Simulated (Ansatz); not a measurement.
Input for Ansatz (development build ahead of 0.2.0):

```yaml
crystal:
  periodic: [false, false, false]
  atoms:
    - { symbol: Co, position_ang: [0.0, 0.0, 0.0] }
    - { symbol: O, position_ang: [0.0, 0.0, 2.4429] }
basis:
  gaussian: { orbitals: pcseg-2 }
magnetization:
  spin_polarized: true
  initial_magnetization: 3
hamiltonian:
  xc: pbe0
```

The input is written out in the form of the current development build from the run's settings.

Output:

```
Converged                       : yes
Total energy                    : -1457.58292 hartree
Spin squared of the determinant : 3.910
Stability test                  : minimum
```

Caution: other spin multiplicities were not run; the unrestricted determinant is spin contaminated.
